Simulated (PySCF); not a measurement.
**Magnetisability: `C=C[C@H](C=O)C(=C)F`, C$_{6}$H$_{7}$FO**

Molfile (atoms numbered from 1):
```
C6H7FO
     RDKit          3D

 15 14  0  0  0  0  0  0  0  0999 V2000
    2.2658   -0.3126   -0.0120 C   0  0  0  0  0  0  0  0  0  0  0  0
    1.0219   -0.3833   -0.4440 C   0  0  0  0  0  0  0  0  0  0  0  0
   -0.1701   -0.4396    0.4620 C   0  0  2  0  0  0  0  0  0  0  0  0
   -1.1517   -1.5269    0.0457 C   0  0  0  0  0  0  0  0  0  0  0  0
   -1.0866   -2.1685   -0.9597 O   0  0  0  0  0  0  0  0  0  0  0  0
   -0.9606    0.8444    0.4744 C   0  0  0  0  0  0  0  0  0  0  0  0
   -0.9004    1.8540   -0.3701 C   0  0  0  0  0  0  0  0  0  0  0  0
   -1.8374    0.8855    1.5071 F   0  0  0  0  0  0  0  0  0  0  0  0
    2.5053   -0.2705    1.0384 H   0  0  0  0  0  0  0  0  0  0  0  0
    3.1005   -0.2911   -0.6904 H   0  0  0  0  0  0  0  0  0  0  0  0
    0.7975   -0.4417   -1.4992 H   0  0  0  0  0  0  0  0  0  0  0  0
    0.1341   -0.6445    1.4962 H   0  0  0  0  0  0  0  0  0  0  0  0
   -1.9764   -1.6586    0.7709 H   0  0  0  0  0  0  0  0  0  0  0  0
   -0.2139    1.8465   -1.1937 H   0  0  0  0  0  0  0  0  0  0  0  0
   -1.5322    2.7149   -0.2446 H   0  0  0  0  0  0  0  0  0  0  0  0
  1  2  2  0
  2  3  1  0
  3  4  1  0
  4  5  2  0
  3  6  1  0
  6  7  2  0
  6  8  1  0
  1  9  1  0
  1 10  1  0
  2 11  1  0
  3 12  1  1
  4 13  1  0
  7 14  1  0
  7 15  1  0
M  END
```

Level of theory: PySCF 2.14.0, GIAO B97-2/pcSseg-1 magnetisability, rotational g tensor and spin-rotation constants, non-relativistic, gas phase. Geometry: GFN2-xTB.

(1) What are the magnetisability and the molar susceptibility?

(2) Split it along the inertial axes a, b, c into diamagnetic and paramagnetic parts about the centre of mass, with the quadrupole moment.

(3) And the rotational g tensor?

Results:

(1) Isotropic -929 × 10⁻³⁰ J/T², or -55.9 × 10⁻⁶ cm³/mol; principal values -1092, -971, -722 × 10⁻³⁰ J/T², anisotropy 326 × 10⁻³⁰ J/T² (root of half the summed squared differences of the principal values). The susceptibility is in cgs units.

(2) 
```
axis  χ (10⁻⁶ cm³/mol)  diamagnetic (10⁻⁶ cm³/mol)  paramagnetic (10⁻⁶ cm³/mol)  summed x² of all electrons (Å²)  quadrupole Θ (D Å)
   a             -53.7                      -600.2                        546.4                            138.4               -3.21
   b             -59.7                      -751.2                        691.5                            102.8               -2.39
   c             -54.3                     -1023.3                        969.0                             38.7               +5.59
```
Anisotropies 2χaa − χbb − χcc = +6.5 and 2χbb − χaa − χcc = -11.3 × 10⁻⁶ cm³/mol. Θ is traceless in Buckingham's convention.

(3) 
| axis | rotational constant (GHz) | g | nuclear part | electronic part |
| --- | --- | --- | --- | --- |
| a | 2.3502 | -0.0320 | 0.5713 | -0.6033 |
| b | 1.7540 | -0.0194 | 0.5504 | -0.5698 |
| c | 1.2386 | -0.0196 | 0.5443 | -0.5639 |

Asymmetric top; isotopes 12C, 19F, 1H, 16O; no vibrational averaging.
